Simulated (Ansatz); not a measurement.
Born–Oppenheimer molecular dynamics of Cl$_{2}$H$_{4}$O$_{2}$W (9 atoms, charge 0, multiplicity 1). It starts from a relaxed structure.

These are results of Ansatz, RKS PBE0-D4/def2-SVP, not measurements.

| Quantity | Value |
| --- | --- |
| ensemble | NVT, Nosé–Hoover chain |
| time step | 1 fs |
| steps asked | 150 |
| set temperature | 1000 K |
| thermostat | time constant 100 fs, chain length 3 (defaults) |
| seed | 140521 |

First frame:

```xyz
9
Properties=species:S:1:pos:R:3
W 0.058 0.030 0.015
H -0.758 -0.398 1.430
O 1.834 0.071 -0.620
H 2.459 -0.643 -0.434
Cl 0.301 2.186 0.768
Cl -2.180 0.499 -0.433
O 0.629 -1.740 0.465
H 0.151 -2.193 1.170
H -0.286 -0.590 -1.508
```

How far do the bonds stretch over the last three quarters of this one trajectory? (Pairs bonded in most of those frames.)


| bond | mean (Å) | spread (Å) | shortest | longest |
| --- | --- | --- | --- | --- |
| W1–H2 | 1.696 | 0.037 | 1.59 | 1.76 |
| W1–O3 | 1.868 | 0.036 | 1.81 | 1.93 |
| W1–Cl5 | 2.334 | 0.043 | 2.27 | 2.41 |
| W1–Cl6 | 2.362 | 0.086 | 2.28 | 2.55 |
| W1–O7 | 1.900 | 0.066 | 1.78 | 2.01 |
| W1–H9 | 1.697 | 0.068 | 1.58 | 1.83 |
| O3–H4 | 0.968 | 0.021 | 0.93 | 1.00 |
| O7–H8 | 0.975 | 0.043 | 0.91 | 1.04 |

Mean temperature of the second half: 690 K. The conserved energy stayed within 2.4 meV per atom of its start (net change 2 meV per atom), so the integration is sound. The mean temperature of the second half is 31 % below the set value. A run of 0.15 ps of so small a system gives no equilibrium averages.

Time of the run: 11 min on 2 threads of Arm Neoverse V2, with other jobs on the host, peak memory 0.29 GiB.
